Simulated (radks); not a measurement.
Results of a calculation; reference values are marked as such.
Coherent X-ray form factor from a spherical all-electron density. Code: a radial shooting solver on a logarithmic mesh with Libxc functionals. Model: scalar-relativistic Kohn-Sham, RPBE, spin-polarised, spherical densities, point nucleus.

| sin(theta)/lambda (1/angstrom) | f0 (electrons) |
|---|---|
| 0.05 | 16.812 |
| 0.1 | 16.271 |
| 0.15 | 15.445 |
| 0.2 | 14.425 |
| 0.25 | 13.314 |
| 0.3 | 12.201 |
| 0.4 | 10.222 |
| 0.5 | 8.743 |
| 0.6 | 7.725 |
| 0.8 | 6.458 |
| 1 | 5.490 |
| 1.25 | 4.339 |
| 1.5 | 3.349 |
| 2 | 2.091 |

The species is in the configuration that NIST lists as its ground one. Which atom or ion scatters so?

Answer. The scandium ion Sc4+, [Ne] 3s2 3p5. Extrapolating in s^2 from the first two rows gives f0(0) = 17.0, near the electron count 17; among species with that count, the fall with angle is slower the higher Z, and the table is that of Z = 21; from so few rows the species is fixed only to a neighbour or two.
